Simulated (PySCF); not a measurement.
**Structure elucidation problem**

An unknown has the formula CH₈N₂P₂Si. Its calculated NMR data are:

¹H NMR (500 MHz, computed): δ 8.57 (m, 1H), 8.47 (m, 1H), 1.21 (m, 4H), 0.68 (br s, 2H).

¹³C{¹H} NMR (computed): δ 172.7 (CH2).

Computational details: σ from GIAO-PBE0/pcSseg-1, GFN2-xTB structure, in PySCF 2.14 (rapidly exchanging positions averaged, isolated molecule, no relativistic terms, one conformer).

References, each an isolated molecule treated in the same way: TMS for ¹H and ¹³C.

Question: What is the structure?

Answer: 
- Carbon types of the structure: 1 × CH2, leaving 6 H on heteroatoms.
- δC 172.7: C=N carbon.
- δH 8.57, 8.47: hydrogen on a C=N carbon.
- δH 1.21: hydrogen on a phosphorus bonded to Si.
- δH 0.68: hydrogen on a nitrogen bonded to Si; exchangeable, gas-phase position.

Structure: `C=N[Si](N)(P)P`.

The data come from this structure; uniqueness wasn't tested.

The OH or NH signal is concentration- and solvent-dependent in practice; the value given is the gas-phase one. Splittings by ³¹P in the carbon and heteronuclear signals aren't shown, as no couplings were computed. Shifts are as computed. Against solution values, carbons near 30 ppm lie about +3 ppm off and those near 130 ppm about +5 ppm. Of 1309 compounds with measured shifts, 239 miss one by over three times the rms of a fit or turn the order of signals round; such compounds aren't used in these exercises. No couplings were computed; multiplicities are counted from neighbouring protons, with m where these are inequivalent, close in shift, in a saturated or five-membered ring or joined by F or P, and br s for small geminal =CH2 splittings.
